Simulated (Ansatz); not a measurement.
CH5BSi, SMILES `B[Si]C` (singlet; the order of the spin states depends on the level) (charge 0, multiplicity 1). This singlet lies 0.30 eV below the relaxed triplet at the level frozen-core CCSD(T)/cc-pVTZ // B3LYP-D3(BJ)/def2-TZVP (Ansatz, an electronic-structure program); other levels give the other order.

Cartesian coordinates (Å):
SMILES: C[Si]B
```xyz
8

B      1.6780    -0.1004    -0.1143
Si     0.0554     0.1554     0.9506
C     -1.3572     0.0972    -0.3381
H      2.1815    -1.1793    -0.2450
H      2.3379     0.8323    -0.4748
H     -1.1865     0.7992    -1.1580
H     -2.3287     0.2987     0.1107
H     -1.3804    -0.9031    -0.7843
```
Charge 0, spin multiplicity 1.

The restricted HF start is unstable towards unrestricted orbitals.

Question: Give the natural occupations of the active orbitals, the CASSCF energy and the corrected energy for frozen-core fic-MRCISD+Q@CASSCF(2e,2o)/cc-pVTZ // B3LYP-D3(BJ)/def2-TZVP (Ansatz).

Answer: 
```
Quantity                        Value
-----------------------  ------------
natural occupations        1.91, 0.09
CASSCF energy            -354.3581 Ha
corrected energy         -354.7710 Ha
weight of the reference         0.877
```
